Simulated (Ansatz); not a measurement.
CH3BrSi (`C[Si]Br`), charge 0, multiplicity 1.

(1) Give a relaxed structure at PBE0-D4/def2-TZVP (Ansatz). (Best estimate.)

Results:

(1) The calculation gave: 
```xyz
6

C    -0.595   -0.178    0.023
Si    0.674    0.649   -1.105
Br    2.451    0.581    0.297
H    -0.263   -1.188    0.287
H    -1.572   -0.241   -0.463
H    -0.696    0.377    0.962
```
Point group Cs.
